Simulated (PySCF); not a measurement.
# TDDFT excited states: C6H3F3O

Species: C6H3F3O.
SMILES: `C(F)(=C(F)F)c1occc1`

Method used: TDDFT CAM-B3LYP/def2-SVPD, vertical, gas phase, core orbitals frozen in the response in PySCF 2.14.0, density-fitted response routines. The structure is a single PBE0-D3(BJ)/def2-SVP conformer in the gas phase; no vibrational or solvent corrections. Torsions of this conformer, `[F:1][C:2]([F:3])=[C:4]([F:5])[c:6]1[cH:7][cH:8][cH:9][o:10]1`: C2–C4–C6–C7 179°.

```
state  E (eV)  λ (nm)  ν̃ (cm⁻¹)       f  main configurations (H = HOMO, L = LUMO)
   S1    5.18   239.4      41760   0.486                                 H→L (97%)
   S2    5.96   208.1      48050  0.0030                               H→L+1 (82%)
   S3    6.32   196.2      50980  0.0025     H→L+2 (33%), H→L+3 (25%), H→L+5 (13%)
   S4    6.49   191.1      52320  0.0018                  H→L+4 (48%), H-1→L (43%)
   S5    6.79   182.6      54750  0.0001                  H→L+2 (51%), H→L+3 (35%)
   S6    7.18   172.7      57900   0.136                  H-2→L (63%), H-1→L (25%)
   S7    7.22   171.6      58260   0.020     H→L+5 (47%), H→L+3 (28%), H→L+6 (11%)
   S8    7.36   168.4      59390   0.331     H→L+4 (42%), H-1→L (26%), H-2→L (25%)
   S9    7.62   162.7      61460  0.0042     H→L+6 (57%), H→L+5 (17%), H→L+7 (12%)
  S10    7.78   159.4      62740  0.0052                  H→L+7 (76%), H→L+6 (13%)
```

Triplets, Tamm–Dancoff:

```csv
state,E (eV),λ (nm),"main configurations (H = HOMO, L = LUMO)"
T1,3.06,405.5,H→L (92%)
T2,4.60,269.5,"H→L+4 (41%), H-1→L (28%), H-2→L (16%)"
T3,5.31,233.6,"H-2→L (57%), H→L+10 (11%), H-1→L (10%)"
T4,5.74,216.2,"H→L+1 (61%), H→L+2 (9%)"
```

The lowest singlet lies at 5.18 eV (239 nm, ultraviolet) and is strong; its leading configuration is HOMO→LUMO (97%). The lowest level is also the most intense of those listed (f = 0.486). Löwdin shares by element: HOMO carbon 59% or more (atoms not listed hold the other 41%); LUMO carbon 56% or more (atoms not listed hold the other 44%). Of the 10 states listed, 4 reach f = 0.01 and 1 stays under 0.0005. Orbital energies (eV): HOMO-3 -12.56, HOMO-2 -10.17, HOMO-1 -9.80, HOMO -7.65, LUMO 0.01, LUMO+1 1.17, LUMO+2 1.65. The listed states span 2.60 eV, and the widest gap between neighbours is 0.78 eV (S1 to S2). The vertical ionisation energy (ΔSCF) is 8.41 eV, 0.63 eV above S10. The window holds the lowest 10 singlets.

Time: 83 s wall. Hardware: x86-64 server, one thread, shared host.
